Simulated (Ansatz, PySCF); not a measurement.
C2Ti, SMILES [C]1[C][Ti]1 (connectivity only; charge and spin as stated), neutral, multiplicity 3. Atoms are numbered in the order given.

```xyz
3

Ti     0.0000     0.0000    -0.6548
C      0.0000     0.6417     1.2228
C      0.0000    -0.6417     1.2228
```
Charge 0, spin multiplicity 3.

Geometry optimised at B3LYP-D3(BJ)/def2-TZVP. The spin state was assumed, not searched.

Two levels are set side by side: PBE-D3(BJ)/def2-TZVP (Ansatz, a program for electronic structure) and B3LYP-D3(BJ)/def2-TZVP (Ansatz). Each level has its own optimised geometry; the coordinates shown are those of the second. Frequencies come from the Hessian of PySCF at each geometry. Differences are taken from unrounded values.

```csv
quantity,B3LYP-D3(BJ)
mean bond length (Å),1.751
bond Ti1–C2 (Å),1.984
bond Ti1–C3 (Å),1.984
bond C2–C3 (Å),1.283
highest harmonic wavenumber (cm⁻¹),1706
mean harmonic wavenumber (cm⁻¹),812
zero-point energy (kcal/mol),3.48
```

**Question.** What does PBE-D3(BJ) give, and how far is it from B3LYP-D3(BJ)? (The exact figures need the calculation; the answer reports its results.)

**Answer.** 
```
quantity                            PBE-D3(BJ)  PBE-D3(BJ) minus B3LYP-D3(BJ)
----------------------------------  ----------  -----------------------------
mean bond length (Å)                     1.737                         -0.014
bond Ti1–C2 (Å)                          1.952                         -0.032
bond Ti1–C3 (Å)                          1.952                         -0.032
bond C2–C3 (Å)                           1.307                          0.024
highest harmonic wavenumber (cm⁻¹)        1578                           -128
mean harmonic wavenumber (cm⁻¹)            814                              1
zero-point energy (kcal/mol)              3.49                           0.01
```
